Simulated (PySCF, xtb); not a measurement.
B(Cl)(NHMe)(OH) (CH5BClNO), SMILES CNB(O)Cl. The values are those of a single conformer.

Harmonic wavenumbers (cm⁻¹) from xtb with GFN2-xTB at its own minimum, in rising order: 70, 139, 206, 303, 388, 433, 502, 608, 636, 888, 1040, 1070, 1109, 1154, 1322, 1410, 1456, 1476, 1497, 2949, 2970, 3016, 3471, 3623.

**Question.** What does PySCF with B3LYP-D3(BJ)/def2-SVP give at its own minimum? (Estimate from the structure and the level; the computed values follow.)

**Answer.** 64, 131, 226, 337, 409, 430, 575, 595, 695, 937, 1100, 1105, 1139, 1219, 1410, 1458, 1461, 1486, 1559, 3003, 3063, 3100, 3623, 3859. Paired by order, the mean absolute difference is 55 cm⁻¹ and the zero-point energies are 45.4 and 47.1 kcal/mol.
